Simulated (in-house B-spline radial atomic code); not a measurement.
The numbers below are computed, except where a source is named.
# Extrapolating the RPA correlation energy in partial waves: Ca

All-electron RPA on Hartree-Fock orbitals from an all-electron radial atomic-structure program (B-spline basis), scalar-relativistic (spin-free one-electron X2C), finite nucleus, configuration [Ar] 4s2. With empty states up to angular momentum L the sums are:

```json
{"L": "3", "E_c(L) (hartree)": "-0.938187"}
{"L": "4", "E_c(L) (hartree)": "-1.013045"}
{"L": "5", "E_c(L) (hartree)": "-1.043321"}
{"L": "6", "E_c(L) (hartree)": "-1.057789"}
```

For large l each further wave adds A/(l + 1/2)⁴, because the basis must build the cusp where two electrons meet.

Q: Estimate the limit from L = 5 and L = 6.

A: Wave 6 adds -0.014468, against a sum of (l + 1/2)⁻⁴ of 5.60204e-04, so A = -25.826. The sum over l > 6 is ζ(4, 7.5) = 9.6207e-04, close to 1/(3 × 7³) = 9.7182e-04. The tail is -0.024847 and the limit -1.08264 hartree.

Q: How good is the estimate?

A: A run to L = 11 sums to -1.07578 and extrapolates to -1.07980 hartree, 0.20 millihartree from the run before. The estimate differs from that by -2.84 millihartree, while the bare sum at L = 6 misses 22.0 millihartree (2.0 %).
